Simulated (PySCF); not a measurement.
Compound: C₆H₁₀FNSi₂.
SMILES with atom numbers: `[CH3:1][CH2:2][Si@@H:3]1[CH2:4][Si@@H:5]([C:6]#[N:7])[CH:8]=[C:9]1[F:10]`

NICS = −σ at a ghost point: NICS(0) at the centroid of the ring atoms, NICS(1) 1 Å to either side along the normal of their mean plane, zz for the tensor component along that normal. Level: GIAO PBE0/pcSseg-1 (PySCF, non-relativistic, gas phase) on the GFN2-xTB geometry, one conformer.

Ring bond lengths (Å), with Mayer bond orders in brackets: Si3–C4 1.912 (0.89), C4–Si5 1.907 (0.91), Si5–C8 1.876 (0.91), C8–C9 1.330 (1.82), C9–Si3 1.903 (0.85).

**Question.** What do the NICS probes read (ppm)?

**Answer.** 
```
            ring                                                        type  NICS(0)  NICS(1), two faces  NICS(1)zz, two faces  rms pucker (Å)  centre to ring atoms, mean (Å)
Si3–C4–Si5–C8–C9  5-membered ring with 2 Si; formal bonds 1 double, 4 single     -4.7         -3.4 / -4.0           -0.4 / -2.9            0.08                            1.51
```

**Question.** What can be read from them?

**Answer.** 
- Si3–C4–Si5–C8–C9: mean NICS(1)zz -1.6 ppm, near zero. Si3, C4, Si5 have four or more neighbours; no verdict on aromaticity is drawn.

**Question.** At the second NICS(1) probe listed for ring Si3–C4–Si5–C8–C9, 1 Å off the ring, what do the in-plane components average?

**Answer.** The isotropic value is a third of the trace: (3 × -4.0 − (-2.9))/2 = -4.5 ppm.

**Question.** How shielded are the nuclei of the rings and their hydrogens (means over atoms taken as equivalent)?

**Answer.** 
```tsv
atoms	environment	σ isotropic (ppm)
Si3	SiH silicon	361.6
C4	sp3 carbon bound to silicon	197.5
Si5	SiH silicon	390.5
C8	alkene CH carbon	64.3
C9	vinylic C–F carbon	-9.0
H on Si3	Si–H hydrogen	26.71
H on C4	methylene hydrogen	31.66
H on C4	methylene hydrogen	31.25
H on Si5	Si–H hydrogen	26.63
H on C8	vinylic hydrogen	25.62
```

The run took 2.0 min of wall time (grids of density and orbitals included) on one thread of an Arm Neoverse N1 (shared host), and the process peaked at 1.1 GiB of memory. This is the whole shielding run at PBE0/pcSseg-1, SCF included.
